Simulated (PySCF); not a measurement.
A structure optimised at PBE0-D3(BJ)/def2-SVP, used in a PySCF frequency run:

```
Si
F 1 1.6133
F 1 1.6133 2 106.20
Br 1 2.2123 2 109.25 3 117.72
```
Charge 0, spin multiplicity 2.

Q: Write its SMILES, formula and point group.

A: F[Si](F)Br, BrF2Si, Cs

Q: What are its rotational constants (standard atomic weights)?

A: 7.1279, 2.0028, 1.6413 GHz
